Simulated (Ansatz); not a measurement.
Species: C₃H₂Cl₂, charge 0, singlet. C3H2Cl2 (1,3-dichloropropa-1,2-diene, SMILES C(Cl)=C=CCl).
B3LYP-D3(BJ)/def2-TZVP minimum from Ansatz (a first-principles code):
```xyz
7

Cl    -2.3768    -0.5500    -0.5967
C     -1.3048     0.5745     0.1975
C     -0.0296     0.6173    -0.0315
C      1.2449     0.6735    -0.2612
Cl     2.4156    -0.2568     0.6379
H     -1.8113     1.2266     0.8957
H      1.6901     1.2967    -1.0245
```
Charge 0, spin multiplicity 1.

Total energies in hartree (Ansatz). Radicals and triplets start from unrestricted determinants; spin-orbit coupling is neglected. Correlated methods leave the cores frozen. No relativity. For partners of very few electrons the exact lower level stands in for a higher one. The restricted determinant of C3H2Cl2 (ClC=C=CCl, singlet) is unstable towards broken spin symmetry in at least one set run.

```csv
species,HF/cc-pV(T+d)Z,CCSD(T)/cc-pV(T+d)Z,HF/cc-pV(Q+d)Z,CCSD(T)/cc-pV(Q+d)Z,CCSD(T)/cc-pV(D+d)Z,CCSDT(Q)/cc-pV(D+d)Z
"1: C3H2Cl2 (1,3-dichloropropa-1,2-diene, SMILES ClC=C=CCl)",-1033.76964,-1034.69828,-1033.78409,-1034.77749,-1034.43984,-1034.44305
2: Cl (doublet),-459.48556,-459.67356,-459.48916,-459.69449,-459.60403,-459.60445
3: C (triplet),-37.69157,-37.78076,-37.69331,-37.78654,-37.76038,-37.76071
4: H (doublet),-0.49981,-0.49981,-0.49995,-0.49995,-0.49928,-0.49928
```

Problem. Work out the atomisation energy (electronic, to ground-state atoms) in kcal/mol: take Hartree-Fock from cc-pV(Q+d)Z, extrapolate the CCSD(T) correlation energy as X^-3 (X = 3, 4), and add CCSDT(Q) - CCSD(T) in cc-pV(D+d)Z. 1 hartree = 627.51 kcal/mol.

Solution. 
Species 1: correlation (64·(-0.99340) - 27·(-0.92864))/37 = -1.04066; step -0.00321; E1 = -1033.78409 + (-1.04066) + (-0.00321) = -1034.82796
Species 2: correlation (64·(-0.20533) - 27·(-0.18800))/37 = -0.21798; step -0.00042; E2 = -459.48916 + (-0.21798) + (-0.00042) = -459.70756
Species 3: correlation (64·(-0.09323) - 27·(-0.08919))/37 = -0.09618; step -0.00033; E3 = -37.69331 + (-0.09618) + (-0.00033) = -37.78982
Species 4: correlation (64·(0.00000) - 27·(0.00000))/37 = 0.00000; step +0.00000; E4 = -0.49995 + (0.00000) + (+0.00000) = -0.49995
-1·E1 +2·E2 +3·E3 +2·E4 = 1.04348 hartree = 654.8 kcal/mol.
